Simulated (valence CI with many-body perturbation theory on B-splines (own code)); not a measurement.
Pm47+: electric-dipole lines

Calculated by relativistic CI+MBPT: four valence electrons over a frozen Dirac-Fock core [Ne], radial functions for each j: 11 s, 11 p, 9 d, 7 f, 5 g, 2 h, 1 i, with the one-electron correlation potential Σ1 (screened to all orders), the two-electron term Σ2, the three-electron term Σ3, Breit, model QED; selected single and double excitations, second order for the rest (own B-spline code, finite nucleus).

No measured spectrum was set against this ion. As an estimate, large intervals hold to a few tenths of a per cent, small ones and those within an open d or f shell to about a per cent.

Lines 51 to 100 of 239 in falling wavelength, among levels below 672.82 eV, chosen from the strongest by gf and those to the six lowest levels. Wavelengths and rates use the calculated energies. Electric multipoles are in the length gauge, E1 and E2 with the static RPA response of the core. Weak lines are less certain than strong ones. Lines between different terms over intervals too small for the method are left out, as are lines whose strength nearly cancels. The highest levels of a list are the least certain.

Levels are named by their leading jj configuration (3d3/2^4 stands for four electrons in 3d with j = 3/2), which in mixed levels can hold well under half, so a name can repeat and another be missing. Letters in brackets count levels of one name in rising energy.

| λ vac (nm) | Upper | Lower | A (s⁻¹) | S (a.u.) |
| --- | --- | --- | --- | --- |
| 8.815 | (3s 3p1/2 3p3/2^2) J=1 [a] | (3s^2 3p3/2^2) J=2 | 7.93e+09 | 8.04e-03 |
| 8.724 | (3s 3p1/2 3p3/2 3d3/2) J=2 [a] | (3s 3p1/2 3p3/2^2) J=3 | 1.66e+10 | 2.73e-02 |
| 8.707 | (3p1/2^2 3p3/2^2) J=0 | (3s 3p1/2 3p3/2^2) J=1 [a] | 4.40e+10 | 1.43e-02 |
| 8.688 | (3s 3p1/2 3p3/2^2) J=2 [b] | (3s^2 3p3/2^2) J=2 | 1.39e+10 | 2.25e-02 |
| 8.483 | (3s 3p1/2 3p3/2 3d5/2) J=3 [c] | (3s^2 3p3/2 3d5/2) J=4 | 1.67e+10 | 3.51e-02 |
| 8.461 | (3s 3p1/2^2 3p3/2) J=1 | (3s^2 3p1/2 3p3/2) J=1 | 6.96e+09 | 6.24e-03 |
| 8.454 | (3s 3p1/2 3p3/2 3d3/2) J=2 [e] | (3s^2 3p3/2 3d3/2) J=3 | 1.33e+10 | 1.98e-02 |
| 8.404 | (3s 3p1/2 3p3/2 3d5/2) J=4 [c] | (3s^2 3p3/2 3d5/2) J=4 | 1.07e+10 | 2.83e-02 |
| 8.322 | (3s 3p1/2 3p3/2 3d3/2) J=1 [e] | (3s^2 3p3/2 3d3/2) J=2 | 8.11e+09 | 6.92e-03 |
| 8.218 | (3s 3p1/2 3p3/2^2) J=1 [b] | (3s^2 3p3/2^2) J=2 | 1.10e+10 | 9.03e-03 |
| 8.174 | (3s 3p1/2 3p3/2 3d5/2) J=2 [b] | (3s^2 3p3/2 3d3/2) J=3 | 6.15e+09 | 8.28e-03 |
| 8.145 | (3s 3p1/2^2 3d3/2) J=1 | (3s 3p1/2^2 3p3/2) J=1 | 8.90e+09 | 7.12e-03 |
| 8.076 | (3s 3p1/2 3p3/2 3d3/2) J=2 [a] | (3s 3p1/2 3p3/2^2) J=2 [a] | 9.68e+09 | 1.26e-02 |
| 7.944 | (3s 3p1/2 3p3/2 3d3/2) J=2 [b] | (3s 3p1/2 3p3/2^2) J=3 | 2.97e+10 | 3.67e-02 |
| 7.937 | (3s 3p1/2 3p3/2 3d5/2) J=3 [d] | (3s^2 3p3/2 3d5/2) J=2 | 2.89e+09 | 5.00e-03 |
| 7.880 | (3s 3p1/2 3p3/2 3d3/2) J=2 [c] | (3s 3p1/2 3p3/2^2) J=2 [b] | 1.04e+10 | 1.25e-02 |
| 7.877 | (3s 3p1/2^2 3d3/2) J=2 | (3s 3p1/2^2 3p3/2) J=1 | 2.07e+09 | 2.50e-03 |
| 7.524 | (3s^2 3p1/2 3d3/2) J=2 | (3s^2 3p1/2 3p3/2) J=2 | 4.11e+09 | 4.32e-03 |
| 7.197 | (3s^2 3p1/2 3d3/2) J=2 | (3s^2 3p1/2 3p3/2) J=1 | 2.00e+08 | 1.84e-04 |
| 7.082 | (3s 3p1/2^2 3d3/2) J=1 | (3s 3p1/2^2 3p3/2) J=2 | 3.20e+09 | 1.68e-03 |
| 6.879 | (3s 3p1/2^2 3d3/2) J=2 | (3s 3p1/2^2 3p3/2) J=2 | 9.57e+09 | 7.69e-03 |
| 6.807 | (3s 3p1/2 3p3/2 3d3/2) J=3 [b] | (3s 3p1/2 3p3/2^2) J=3 | 4.60e+09 | 5.01e-03 |
| 6.555 | (3s^2 3p3/2 3d3/2) J=3 | (3s^2 3p3/2^2) J=2 | 1.55e+09 | 1.50e-03 |
| 6.529 | (3s^2 3p3/2 3d3/2) J=2 | (3s^2 3p3/2^2) J=2 | 1.81e+08 | 1.24e-04 |
| 6.500 | (3s^2 3p3/2 3d3/2) J=1 | (3s^2 3p3/2^2) J=2 | 2.78e+08 | 1.13e-04 |
| 6.294 | (3s^2 3p1/2 3d3/2) J=1 | (3s^2 3p1/2 3p3/2) J=2 | 2.94e+09 | 1.08e-03 |
| 6.258 | (3s 3p1/2 3p3/2 3d5/2) J=2 [b] | (3s 3p1/2 3p3/2^2) J=2 [b] | 1.05e+10 | 6.36e-03 |
| 6.163 | (3s 3p1/2 3p3/2 3d5/2) J=1 [a] | (3s 3p1/2 3p3/2^2) J=1 [b] | 1.31e+10 | 4.55e-03 |
| 6.064 | (3s^2 3p1/2 3d3/2) J=1 | (3s^2 3p1/2 3p3/2) J=1 | 1.10e+09 | 3.63e-04 |
| 6.033 | (3s 3p1/2^2 3d5/2) J=2 | (3s 3p1/2^2 3p3/2) J=1 | 5.56e+10 | 3.01e-02 |
| 5.999 | (3s^2 3p3/2 3d5/2) J=2 | (3s^2 3p3/2^2) J=2 | 4.32e+10 | 2.30e-02 |
| 5.983 | (3s 3p1/2 3p3/2 3d5/2) J=3 [a] | (3s 3p1/2 3p3/2^2) J=3 | 2.41e+10 | 1.78e-02 |
| 5.948 | (3s 3p1/2 3p3/2 3d3/2) J=1 [e] | (3s 3p1/2 3p3/2^2) J=0 | 1.41e+10 | 4.40e-03 |
| 5.928 | (3s^2 3p1/2 3d5/2) J=2 | (3s^2 3p1/2 3p3/2) J=2 | 1.21e+10 | 6.21e-03 |
| 5.922 | (3s 3p1/2 3p3/2 3d5/2) J=1 [a] | (3s 3p1/2 3p3/2^2) J=2 [b] | 1.35e+10 | 4.16e-03 |
| 5.908 | (3s 3p1/2 3p3/2 3d5/2) J=2 [a] | (3s 3p1/2 3p3/2^2) J=2 [a] | 4.88e+10 | 2.49e-02 |
| 5.884 | (3s 3p1/2 3p3/2 3d5/2) J=1 [b] | (3s 3p1/2 3p3/2^2) J=1 [b] | 1.56e+10 | 4.71e-03 |
| 5.880 | (3s^2 3p1/2 3d5/2) J=3 | (3s^2 3p1/2 3p3/2) J=2 | 6.69e+10 | 4.70e-02 |
| 5.781 | (3s 3p1/2 3p3/2 3d3/2) J=2 [e] | (3s 3p1/2 3p3/2^2) J=3 | 9.22e+09 | 4.39e-03 |
| 5.764 | (3s 3p1/2 3p3/2 3d5/2) J=0 | (3s 3p1/2 3p3/2^2) J=1 [b] | 1.89e+11 | 1.79e-02 |
| 5.736 | (3s 3p1/2 3p3/2 3d5/2) J=3 [b] | (3s 3p1/2 3p3/2^2) J=3 | 4.34e+10 | 2.83e-02 |
| 5.724 | (3s^2 3p1/2 3d5/2) J=2 | (3s^2 3p1/2 3p3/2) J=1 | 8.35e+10 | 3.86e-02 |
| 5.707 | (3s 3p1/2 3p3/2 3d5/2) J=4 [b] | (3s 3p1/2 3p3/2^2) J=3 | 7.83e+10 | 6.46e-02 |
| 5.697 | (3s 3p1/2^2 3d5/2) J=3 | (3s 3p1/2^2 3p3/2) J=2 | 7.77e+10 | 4.97e-02 |
| 5.679 | (3s 3p1/2 3p3/2 3d3/2) J=4 | (3s^2 3p1/2 3d5/2) J=3 | 4.79e+09 | 3.90e-03 |
| 5.671 | (3s 3p1/2 3p3/2 3d5/2) J=3 [a] | (3s 3p1/2 3p3/2^2) J=2 [a] | 6.10e+10 | 3.85e-02 |
| 5.657 | (3s 3p1/2 3p3/2 3d5/2) J=2 [d] | (3s 3p1/2 3p3/2^2) J=1 [b] | 1.80e+11 | 8.02e-02 |
| 5.649 | (3s 3p1/2 3p3/2 3d5/2) J=2 [b] | (3s 3p1/2 3p3/2^2) J=3 | 4.08e+10 | 1.81e-02 |
| 5.632 | (3s^2 3p3/2 3d5/2) J=1 | (3s^2 3p3/2^2) J=0 | 1.47e+11 | 3.88e-02 |
| 5.631 | (3s 3p1/2 3p3/2 3d5/2) J=3 [d] | (3s 3p1/2 3p3/2^2) J=2 [b] | 1.89e+11 | 1.16e-01 |
